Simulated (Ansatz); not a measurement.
Reaction (formal exchange of groups at the Si–O bond): `[F][GaH][O][SiH3]` + `CC(=O)C(C)C` → `CC(=O)[SiH3]` + `CC(C)[O][GaH][F]`

Calculated with Ansatz (gas phase, PBE0-D4/def2-TZVP geometries, no zero-point term in ΔE). CCSD(T)/CBS adds triple-zeta CCSD(T) − MP2 to the extrapolated MP2 energy (def2 sets, frozen cores). DFT in def2-TZVPP. For Ga outer-core shells are correlated without core-valence functions, which leaves a few kJ/mol of doubt a bond. Scalar relativity is left out up to krypton. One conformer a species, not always the lowest.

```
       level  ΔE (kJ/mol)
      PBE-D4        153.1
HF/CBS(def2)        202.8
```

**Question.** What does CCSD(T)/CBS give? (Estimate.)

**Answer.** The calculation gave: +180.0 kJ/mol. The listed levels differ from it by -26.9, 22.8 kJ/mol.

Largest T1 diagnostic among the species: 0.015.

From PBE to PBE0 (25 % exact exchange), in def2-TZVPP and without D4, ΔE moves by +15.8 kJ/mol. In def2-TZVPP, CCSD(T) changes the Hartree–Fock value by −20.5 kJ/mol (the triples alone add −4.4 kJ/mol) and MP2 by −9.6 kJ/mol.
